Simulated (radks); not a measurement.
Results of a calculation; reference values are marked as such.
Os III, 74 electrons, occupied as [Xe] 4f14 5d5 7f1 (not the ground configuration).

Level of theory: Dirac Kohn-Sham, PBEsol, spin-unpolarised, spherical densities, finite nucleus; open shells fill j = l - 1/2 first; Fermi nuclear charge, rms radius 5.4126 fm (a radial shooting solver on a logarithmic mesh with Libxc functionals).

Energy parts (eV):
part                       energy
total                  -469990.95
kinetic                 533173.00
electron-nucleus      -1175515.95
Hartree                 181467.36
exchange-correlation     -9115.36

Orbitals (lengths in bohr, moments of r in powers of bohr; <r^-3> diverges for s and p1/2):
orbital  occ.  eigenvalue (eV)   <r^-3>      <r>
1s1/2       2        -73736.59        -  0.01774
2s1/2       2        -12856.73        -  0.07428
2p1/2       2        -12314.56        -  0.06131
2p3/2       4        -10784.28    17910  0.06950
3s1/2       2        -3012.821        -   0.1935
3p1/2       2        -2769.455        -   0.1835
3p3/2       4        -2435.787     4095   0.1986
3d3/2       4        -2026.613    711.2   0.1735
3d5/2       6        -1954.306    599.0   0.1781
4s1/2       2        -657.3000        -   0.4319
4p1/2       2        -555.0744        -   0.4358
4p3/2       4        -476.6043    964.0   0.4694
4d3/2       4        -308.5204    148.1   0.4825
4d5/2       6        -293.9831    122.0   0.4939
4f5/2       6         -81.1762    23.63   0.5521
4f7/2       8         -78.3677    22.49   0.5602
5s1/2       2        -118.9347        -    1.005
5p1/2       2         -87.2654        -    1.094
5p3/2       4         -74.8552    150.0    1.190
5d3/2       4         -32.9145    13.24    1.589
5d5/2       1         -31.6485    10.69    1.634
7f5/2       1          -3.2686  0.04593    14.19
7f7/2       0          -3.2635  0.04551    14.19

The highest occupied level is 7f5/2 at -3.269 eV. The density falls to 0.001 e/bohr^3 at r = 3.46 bohr. Summed over all electrons, <r^2> = 265.7 bohr^2, which gives a Langevin (diamagnetic) susceptibility term of -210 x 10^-6 cm^3/mol. The electron density at the nucleus is 1.673e+06 e/bohr^3.
